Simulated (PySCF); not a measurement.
Does the answer move with the share of exact exchange?

Species: C2H9NSi2.
Numbering: `[SiH3:1][CH2:2]/[CH:3]=[N:4]\[SiH3:5]` (hydrogens: H6, H7, H8 on Si1; H9, H10 on C2; H11 on C3; H12, H13, H14 on Si5)

Torsions of this conformer, `[SiH3:1][CH2:2]/[CH:3]=[N:4]\[SiH3:5]`: Si1–C2–C3–N4 91°.

PySCF, def2-SVPD basis, density fitting, gas phase, PBE0-D3(BJ)/def2-SVP geometry; singlet excitations by full TDDFT with frozen cores, triplets by Tamm–Dancoff TDDFT and ionisation energies by ΔSCF, from the lowest of the holes tried. One functional is left out:

```csv
functional,exact exchange (%),HOMO energy (eV),LUMO energy (eV),lowest singlet excitation (eV),lowest triplet excitation (eV),dipole moment (D),mean polarisability (au),vertical ionisation energy (eV)
LDA,0,-5.68,-2.16,3.75,3.33,2.108,96.2,8.80
PBE,0,-5.59,-1.95,3.84,3.35,2.082,93.8,8.66
PBE0,25,-6.95,-0.93,4.10,3.55,2.178,89.7,8.80
BHandHLYP,50,-8.24,0.20,4.34,3.80,2.283,86.4,8.76
```

Problem. Predict the row of B3LYP (20 % exact exchange) by straight lines through the other rows, and check it.

Solution. 
| property | line | computed | computed − line | PBE0 (25 %), for comparison |
| --- | --- | --- | --- | --- |
| HOMO energy (eV) | -6.68 | -6.72 | -0.04 | -6.95 |
| LUMO energy (eV) | -1.15 | -1.14 | +0.01 | -0.93 |
| lowest singlet excitation (eV) | 4.02 | 4.06 | +0.04 | 4.10 |
| lowest triplet excitation (eV) | 3.52 | 3.56 | +0.04 | 3.55 |
| dipole moment (D) | 2.167 | 2.177 | +0.010 | 2.178 |
| mean polarisability (au) | 91.3 | 90.2 | -1.1 | 89.7 |
| vertical ionisation energy (eV) | 8.76 | 8.85 | +0.09 | 8.80 |

Problem. Which of these properties follows the share of exact exchange most closely, and which least?

Solution. Most closely the HOMO energy, least the vertical ionisation energy; the correlations over the tabulated rows are HOMO energy -1.000, lowest triplet excitation 0.998, LUMO energy 0.997, dipole moment 0.991, lowest singlet excitation 0.989, mean polarisability -0.968, vertical ionisation energy 0.290. The HOMO energy moves by -0.521 eV for every 10 %. Functionals with the same share still differ in their other parts: at 0 % LDA and PBE differ by 0.09 eV in it.
